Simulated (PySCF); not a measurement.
Compound: C6H7O3P.
Cartesian coordinates in Å at the PBE0-D3(BJ)/def2-SVP level; atoms count from 1:
```xyz
17
C6H7O3P angstrom
C      3.3717    0.1712   -0.2505
O      2.0811    0.7319   -0.0873
C      1.0707   -0.1373   -0.1157
O      1.2068   -1.3270   -0.2709
C     -0.2378    0.5099    0.0633
O     -0.2492    1.8504    0.2269
C     -1.4850    2.3173    0.3792
P     -2.7369    1.1480    0.3351
C     -1.4713   -0.0891    0.0869
C     -1.7332   -1.5511   -0.0715
H      3.4597   -0.3325   -1.2246
H      3.5816   -0.5661    0.5384
H      4.0786    1.0063   -0.1890
H     -1.5331    3.3989    0.5142
H     -1.2308   -2.1284    0.7190
H     -1.3281   -1.9220   -1.0245
H     -2.8099   -1.7662   -0.0354
```

The closed-shell ground state was solved at several levels (PySCF, density fitting, gas phase, non-relativistic).

```
            level  basis functions  HOMO (eV)  LUMO (eV)  gap (eV)  dipole (D)
  B3LYP/def2-SVPD              269      -6.96      -1.78      5.18        1.34
mPW1PW91/pcSseg-1              212      -7.20      -1.51      5.69        1.42
```

(1) Estimate the row for PBE0/pcSseg-1, a basis of 212 functions; the other rows only guide the guess.

(2) How far do the dipole and the HOMO energy spread over the levels?

Answers

(1) HOMO -7.17 eV, LUMO -1.48 eV, gap 5.69 eV, dipole 1.44 D.

(2) The dipole runs from 1.34 to 1.44 D (mean 1.40 D) and the HOMO from -7.20 to -6.96 eV.

One conformer stands for the species.
